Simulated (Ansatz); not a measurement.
Cost and result for the atomization energy of `O[SiH2]CBF` (11 atoms, 10 bonds).

Z-matrix (Å, degrees):
```
Si
C 1 1.886
O 1 1.645 2 110.5
H 1 1.481 2 110.4 3 -117.2
H 1 1.489 2 109.0 3 123.0
B 2 1.538 1 109.3 3 -64.8
H 2 1.093 1 107.6 3 172.6
H 2 1.096 1 104.6 3 55.7
H 3 0.959 1 117.8 2 43.8
F 6 1.336 2 118.8 1 75.6
H 6 1.199 2 125.1 1 -100.1
```

Charge 0, multiplicity 1. All single points use the PBE0-D4/def2-TZVP geometry. It is one conformer, not always the lowest. Program: Ansatz. All runs use 4 threads of an Intel Xeon Platinum 8488C on a shared host. Times are those of one run each, without the atoms' runs, and a repeat can differ threefold. Electronic energies, without spin–orbit coupling; frozen cores. CCSD(T)/CBS adds CCSD(T) − MP2 in def2-TZVPP to the MP2 limit, and its time is that of the two runs behind it. T1 = 0.012. B3LYP takes the VWN-RPA correlation (the form of Gaussian; ORCA's B3LYP/G). HSE06 is the plane-wave form, built on full-range PBE exchange.

CCSD(T)/CBS is a level of theory with its own doubt, some kJ/mol a heavy atom from the limit and from the frozen cores, so smaller differences don't rank the functionals.

```json
{"level": "revPBE-D4/def2-TZVPP", "functions": "250", "wall time": "1.3 s"}
{"level": "BLYP-D4/def2-TZVPP", "functions": "250", "wall time": "1.4 s"}
{"level": "PBE-D4/def2-TZVPP (with forces)", "functions": "250", "wall time": "1.7 s"}
{"level": "PBE0-D4/def2-TZVPP", "functions": "250", "wall time": "1.9 s"}
{"level": "HSE06-D4/def2-TZVPP", "functions": "250", "wall time": "2.2 s"}
{"level": "r2SCAN-D4/def2-TZVPP (with forces)", "functions": "250", "wall time": "2.5 s"}
{"level": "B3LYP-D4/def2-TZVPP (with forces)", "functions": "250", "wall time": "3 s"}
{"level": "CCSD(T)/def2-SVP", "functions": "104", "wall time": "3.3 s"}
{"level": "B2PLYP/def2-TZVPP", "functions": "250", "wall time": "3.7 s"}
{"level": "ωB97X-V/def2-TZVPP", "functions": "250", "wall time": "4.9 s"}
{"level": "MP2/def2-QZVPP", "functions": "478", "wall time": "16 s"}
{"level": "CCSD(T)/def2-TZVPP", "functions": "250", "wall time": "77 s"}
{"level": "CCSD(T)/CBS(def2)", "functions": "–", "wall time": "93 s"}
```

(1) What atomization energy does each give, and how far from CCSD(T)/CBS? (Estimate.)

## Answers

(1) The calculation gave: 
| level | atomization (kJ/mol) | difference from CCSD(T)/CBS | per bond |
| --- | --- | --- | --- |
| revPBE-D4/def2-TZVPP | 4146.5 | -59.4 | -5.9 |
| BLYP-D4/def2-TZVPP | 4184.4 | -21.5 | -2.2 |
| PBE-D4/def2-TZVPP (with forces) | 4246.9 | 41.0 | 4.1 |
| PBE0-D4/def2-TZVPP | 4186.2 | -19.7 | -2.0 |
| HSE06-D4/def2-TZVPP | 4188.9 | -17.0 | -1.7 |
| r2SCAN-D4/def2-TZVPP (with forces) | 4220.1 | 14.2 | 1.4 |
| B3LYP-D4/def2-TZVPP (with forces) | 4198.7 | -7.2 | -0.7 |
| CCSD(T)/def2-SVP | 3966.7 | -239.2 | -23.9 |
| B2PLYP/def2-TZVPP | 4165.9 | -40.0 | -4.0 |
| ωB97X-V/def2-TZVPP | 4213.9 | 8.0 | 0.8 |
| MP2/def2-QZVPP | 4246.0 | 40.1 | 4.0 |
| CCSD(T)/def2-TZVPP | 4103.5 | -102.4 | -10.2 |
| CCSD(T)/CBS(def2) | 4205.9 | 0.0 | 0.0 |

From r2SCAN to r2SCAN0 (25 % exact exchange), in def2-TZVPP and without D4, the atomization energy moves by −60.9 kJ/mol: exact exchange takes away binding that semilocal exchange gives to molecules. Leaving LDA and LC-ωPBE aside and taking each functional with its dispersion term where it has one, the values, not all of them listed here, spread over 147.9 kJ/mol, from BHLYP-D4 to PBE-D4. LDA lies +531.3 kJ/mol from PBE without D4, its usual overbinding. The D4 term adds +32.7 kJ/mol with B3LYP and +17.1 kJ/mol with PBE0; it sums over pairs of atoms, weighted by their polarisabilities, and B3LYP, whose exchange is more repulsive, gets the larger term.
